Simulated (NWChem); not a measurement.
System: C₃H₅BF₂; SMILES FB(/C=C/C)F

NWChem printed, in part:

```
             Northwest Computational Chemistry Package (NWChem) 7.3.0
             --------------------------------------------------------

                             Geometry "geometry" -> ""
                             -------------------------

 Output coordinates in angstroms (scale by  1.889725989 to convert to a.u.)

  No.       Tag          Charge          X              Y              Z
 ---- ---------------- ---------- -------------- -------------- --------------
    1 C                    6.0000    -0.11443200    -2.80240200     0.00000000
    2 C                    6.0000     0.27451300    -1.36672200     0.00000000
    3 C                    6.0000    -0.56373200    -0.31460700     0.00000000
    4 B                    5.0000    -0.03713300     1.13396800     0.00000000
    5 F                    9.0000    -0.85345000     2.17635700     0.00000000
    6 F                    9.0000     1.26099900     1.40493100     0.00000000
    7 H                    1.0000     0.30382400    -3.31782000    -0.88108300
    8 H                    1.0000     0.30382400    -3.31782000     0.88108300
    9 H                    1.0000    -1.20538100    -2.93719300     0.00000000
   10 H                    1.0000     1.35413800    -1.16267800     0.00000000
   11 H                    1.0000    -1.64492000    -0.49833100     0.00000000

 Effective nuclear repulsion energy (a.u.)     207.7698567111

                                 NWChem DFT Module
                                 -----------------

 Summary of "ao basis" -> "ao basis" (spherical)
 ------------------------------------------------------------------------------
       Tag                 Description            Shells   Functions and Types
 ---------------- ------------------------------  ------  ---------------------
 C                          def2-svp                 6       14   3s2p1d
 B                          def2-svp                 6       14   3s2p1d
 F                          def2-svp                 6       14   3s2p1d
 H                          def2-svp                 3        5   2s1p

            General Information
            -------------------
          SCF calculation type: DFT
          Wavefunction type:  closed shell.
          No. of atoms     :    11
          No. of electrons :    46
           Alpha electrons :    23
            Beta electrons :    23
          Charge           :     0
          Spin multiplicity:     1
          Use of symmetry is: off; symmetry adaption is: off
          Maximum number of iterations: 150
          AO basis - number of functions:   109
                     number of shells:    51
          Convergence on energy requested:  1.00D-06
          Convergence on density requested:  1.00D-05
          Convergence on gradient requested:  5.00D-04

              XC Information
              --------------
                         B3LYP Method XC Potential
                     Hartree-Fock (Exact) Exchange  0.200
                        Slater Exchange Functional  0.800 local
                    Becke 1988 Exchange Functional  0.720 non-local
              Lee-Yang-Parr Correlation Functional  0.810
                  VWN I RPA Correlation Functional  0.190 local

             Grid Information
             ----------------
          Grid used for XC integration:  medium
          Radial quadrature: Mura-Knowles
          Angular quadrature: Lebedev.
          Tag              B.-S. Rad. Rad. Pts. Rad. Cut. Ang. Pts.
          ---              ---------- --------- --------- ---------
          C                   0.70       49          11.0       434
          B                   0.85       49          11.0       434
          F                   0.50       49          13.0       434
          H                   0.35       45          12.0       434
          Grid pruning is: on
          Number of quadrature shells:   519
          Spatial weights used:  Erf1

      Superposition of Atomic Density Guess
      -------------------------------------

 Sum of atomic energies:        -338.45984403

      Non-variational initial energy
      ------------------------------

 Total energy =    -341.307171
 1-e energy   =    -876.226150
 2-e energy   =     327.149122
 HOMO         =      -0.332297
 LUMO         =      -0.032953

     ---------------------------------------------
      Total Density - Mulliken Population Analysis
     ---------------------------------------------

    Atom       Charge   Shell Charges
 -----------   ------   -------------------------------------------------------
    1 C    6     6.20   1.99  0.96  0.16  2.06  1.02  0.02
    2 C    6     6.05   1.99  0.97  0.29  1.84  0.92  0.04
    3 C    6     6.32   1.99  0.98  0.27  2.07  0.98  0.02
    4 B    5     4.23   1.99  0.75  0.10  1.03  0.17  0.19
    5 F    9     9.36   1.99  1.15  0.72  3.50  2.00  0.00
    6 F    9     9.37   1.99  1.15  0.72  3.50  2.00  0.00
    7 H    1     0.88   0.66  0.20  0.03
    8 H    1     0.88   0.66  0.20  0.03
    9 H    1     0.90   0.67  0.21  0.02
   10 H    1     0.91   0.68  0.21  0.02
   11 H    1     0.90   0.66  0.21  0.03

   convergence    iter        energy       DeltaE   RMS-Dens  Diis-err
 ---------------- ----- ----------------- --------- --------- ---------
 d= 0,ls=0.0,diis     1   -341.6385737053 -5.49D+02  1.22D-02  7.62D-01
 d= 0,ls=0.0,diis     2   -341.6447554722 -6.18D-03  5.61D-03  1.03D+00
 d= 0,ls=0.0,diis     3   -341.7283954408 -8.36D-02  1.28D-03  3.32D-02
 d= 0,ls=0.0,diis     4   -341.7308292301 -2.43D-03  4.32D-04  2.28D-03
 d= 0,ls=0.0,diis     5   -341.7310548289 -2.26D-04  1.24D-04  3.32D-04
  Resetting Diis
 d= 0,ls=0.0,diis     6   -341.7310969985 -4.22D-05  3.51D-05  2.47D-05
 d= 0,ls=0.0,diis     7   -341.7310998464 -2.85D-06  2.36D-05  2.04D-06
 d= 0,ls=0.0,diis     8   -341.7310994426  4.04D-07  1.44D-05  5.12D-06
 d= 0,ls=0.0,diis     9   -341.7311001164 -6.74D-07  2.08D-06  1.12D-07

         Total DFT energy =     -341.731100116381
      One electron energy =     -880.975222923263
           Coulomb energy =      374.637777420554
    Exchange-Corr. energy =      -43.163511324749
 Nuclear repulsion energy =      207.769856711077

 Numeric. integr. density =       46.000018585938

                       DFT Final Molecular Orbital Analysis
                       ------------------------------------

 Vector   21  Occ=2.000000D+00  E=-3.764452D-01
              MO Center= -1.3D-01, -1.7D+00,  2.4D-10, r^2= 3.5D+00
   Bfn.  Coefficient  Atom+Function         Bfn.  Coefficient  Atom+Function
  ----- ------------  ---------------      ----- ------------  ---------------
     4      0.302231   1 C  px               18     -0.288379   2 C  px
    95     -0.285357   9 H  s               100     -0.246251  10 H  s
    33     -0.215197   3 C  py               96     -0.149880   9 H  s
    61      0.137960   5 F  py               85      0.136193   7 H  s
    90      0.136193   8 H  s                32      0.133961   3 C  px

 Vector   22  Occ=2.000000D+00  E=-3.461282D-01
              MO Center= -2.1D-01, -3.6D-01, -6.2D-10, r^2= 3.3D+00
   Bfn.  Coefficient  Atom+Function         Bfn.  Coefficient  Atom+Function
  ----- ------------  ---------------      ----- ------------  ---------------
    33      0.283869   3 C  py               47      0.255309   4 B  py
     5      0.231881   1 C  py              105     -0.230056  11 H  s
    32      0.206953   3 C  px               19     -0.196124   2 C  py
   100     -0.194504  10 H  s                44      0.185647   4 B  s
    61     -0.182888   5 F  py               31      0.174996   3 C  s

 Vector   23  Occ=2.000000D+00  E=-2.834223D-01
              MO Center= -1.6D-01, -8.5D-01, -1.5D-09, r^2= 2.3D+00
   Bfn.  Coefficient  Atom+Function         Bfn.  Coefficient  Atom+Function
  ----- ------------  ---------------      ----- ------------  ---------------
    34      0.405659   3 C  pz               20      0.352459   2 C  pz
    37      0.287331   3 C  pz               23      0.232856   2 C  pz
    85      0.133777   7 H  s                90     -0.133777   8 H  s
     6     -0.128697   1 C  pz               76      0.100054   6 F  pz
    48     -0.098955   4 B  pz               62      0.089103   5 F  pz

 Vector   24  Occ=0.000000D+00  E=-4.651208D-02
              MO Center= -7.0D-03, -4.1D-01,  9.3D-10, r^2= 3.3D+00
   Bfn.  Coefficient  Atom+Function         Bfn.  Coefficient  Atom+Function
  ----- ------------  ---------------      ----- ------------  ---------------
    23      0.529646   2 C  pz               20      0.430622   2 C  pz
    48      0.367392   4 B  pz               37     -0.363988   3 C  pz
    34     -0.244691   3 C  pz               51     -0.216899   4 B  pz
    86      0.169483   7 H  s                91     -0.169483   8 H  s
    62     -0.161067   5 F  pz               76     -0.144170   6 F  pz

 Vector   25  Occ=0.000000D+00  E= 6.187975D-02
              MO Center=  6.6D-02, -2.7D+00, -1.6D-08, r^2= 6.3D+00
   Bfn.  Coefficient  Atom+Function         Bfn.  Coefficient  Atom+Function
  ----- ------------  ---------------      ----- ------------  ---------------
     3      2.714420   1 C  s                86     -1.173772   7 H  s
    91     -1.173772   8 H  s                96     -0.909434   9 H  s
   101     -0.566772  10 H  s                45     -0.554443   4 B  s
    22      0.490067   2 C  py              106     -0.383524  11 H  s
    21      0.341508   2 C  px               31      0.338335   3 C  s

 Vector   26  Occ=0.000000D+00  E= 8.425265D-02
              MO Center= -5.4D-01, -1.4D+00, -5.8D-10, r^2= 6.1D+00
   Bfn.  Coefficient  Atom+Function         Bfn.  Coefficient  Atom+Function
  ----- ------------  ---------------      ----- ------------  ---------------
   106      1.190795  11 H  s               101     -1.087526  10 H  s
    96      1.073495   9 H  s                31     -0.652174   3 C  s
    17      0.619140   2 C  s                35      0.565650   3 C  px
     7      0.543668   1 C  px               45     -0.423683   4 B  s
    21      0.387829   2 C  px                3     -0.377323   1 C  s

     ---------------------------------------------
      Total Density - Mulliken Population Analysis
     ---------------------------------------------

    Atom       Charge   Shell Charges
 -----------   ------   -------------------------------------------------------
    1 C    6     5.94   1.98  0.91  0.05  2.14  0.82  0.03
    2 C    6     6.09   1.99  0.93  0.28  2.04  0.81  0.04
    3 C    6     6.04   1.99  0.91  0.26  2.10  0.77  0.02
    4 B    5     4.84   1.98  0.77  0.04  1.50  0.31  0.23
    5 F    9     9.10   1.99  1.14  0.71  3.38  1.88  0.01
    6 F    9     9.11   1.99  1.13  0.72  3.38  1.88  0.01
    7 H    1     0.97   0.74  0.20  0.02
    8 H    1     0.97   0.74  0.20  0.02
    9 H    1     0.98   0.74  0.22  0.02
   10 H    1     0.98   0.75  0.20  0.02
   11 H    1     0.99   0.75  0.22  0.02

     -------------------------------------------
      Total Density - Lowdin Population Analysis
     -------------------------------------------

    Atom       Charge   Shell Charges
 -----------   ------   -------------------------------------------------------
    1 C    6     6.06   1.96  0.57  0.30  1.91  1.24  0.07
    2 C    6     5.96   1.97  0.62  0.30  1.85  1.14  0.09
    3 C    6     6.12   1.97  0.61  0.32  1.91  1.25  0.07
    4 B    5     5.15   1.96  0.49  0.21  1.35  0.60  0.53
    5 F    9     8.95   1.98  0.98  0.70  3.22  2.07  0.01
    6 F    9     8.96   1.98  0.98  0.70  3.22  2.07  0.01
    7 H    1     0.96   0.63  0.26  0.06
    8 H    1     0.96   0.63  0.26  0.06
    9 H    1     0.97   0.64  0.27  0.06
   10 H    1     0.97   0.64  0.26  0.07
   11 H    1     0.96   0.63  0.27  0.07

     Multipole analysis of the density
     ---------------------------------

     L   x y z        total         alpha         beta         nuclear
     -   - - -        -----         -----         ----         -------
     0   0 0 0     -0.000000    -23.000000    -23.000000     46.000000

     1   1 0 0     -0.052700     -0.188729     -0.188729      0.324759
     1   0 1 0     -1.041171     -0.298735     -0.298735     -0.443700
     1   0 0 1      0.000000      0.000000      0.000000      0.000000

     2   2 0 0    -25.960125    -65.631550    -65.631550    105.302975
     2   1 1 0     -0.310573     -1.091076     -1.091076      1.871579
     2   1 0 1     -0.000000     -0.000000     -0.000000      0.000000
     2   0 2 0    -25.432558   -294.808866   -294.808866    564.185174
     2   0 1 1      0.000000      0.000000      0.000000      0.000000
     2   0 0 2    -25.088663    -15.316574    -15.316574      5.544486

                     NWChem Electrostatic Potential Fit Module
                     -----------------------------------------

 Atom parameters

 Number of atoms is                                   11
 Number of basis functions is                        109

 Grid parameters

 Maximum number of grid points is                  42907
 Number of grid points is                          42906
 Grid range                                     0.300000 nm
 Grid spacing                                   0.020000 nm
 Probe radius                                   0.070000 nm
 Atom radius factor                             1.000000

 Atomic radii

    1    0.100000
    5    0.158000
    6    0.147000
    9    0.128000
 FASTESP  F
  using M.O. file = ./job.movecs

    Atom              Coordinates                           Charge

                                                  ESP

    1 C    -0.011443   -0.280240    0.000000   -0.003301
    2 C     0.027451   -0.136672    0.000000    0.103808
    3 C    -0.056373   -0.031461    0.000000   -0.526854
    4 B    -0.003713    0.113397    0.000000    0.769335
    5 F    -0.085345    0.217636    0.000000   -0.315014
    6 F     0.126100    0.140493    0.000000   -0.312715
    7 H     0.030382   -0.331782   -0.088108    0.020406
    8 H     0.030382   -0.331782    0.088108    0.019388
    9 H    -0.120538   -0.293719    0.000000    0.027424
   10 H     0.135414   -0.116268    0.000000    0.054140
   11 H    -0.164492   -0.049833    0.000000    0.163383
                                            ------------
                                               -0.000000

 Dipole moment                                  1.092386

 Quadrupole moment Qxx                         -3.944662
                   Qyy                          4.179701
                   Qzz                         -0.235038

 RMS deviation kJ/mol                           0.051012

 RRMS %                                        30.161521
```

Level: B3LYP/def2-SVP. The geometry was optimised at PBE0/def2-SVP.

Question: Reconstruct the input file.

Answer: This is not unique; one that fits is the input that was run:
```
start job
memory heap 200 mb stack 900 mb global 1100 mb
geometry units angstroms noautosym nocenter noautoz
  C     -0.114432    -2.802402     0.000000
  C      0.274513    -1.366722     0.000000
  C     -0.563732    -0.314607     0.000000
  B     -0.037133     1.133968     0.000000
  F     -0.853450     2.176357     0.000000
  F      1.260999     1.404931     0.000000
  H      0.303824    -3.317820    -0.881083
  H      0.303824    -3.317820     0.881083
  H     -1.205381    -2.937193     0.000000
  H      1.354138    -1.162678     0.000000
  H     -1.644920    -0.498331     0.000000
end
basis spherical
  * library def2-svp
end
dft
  xc b3lyp
  iterations 150
  mulliken
end
task dft energy
esp
  recalculate
  probe 0.07
  range 0.3
  factor 1.0
  spacing 0.02
end
task esp
```
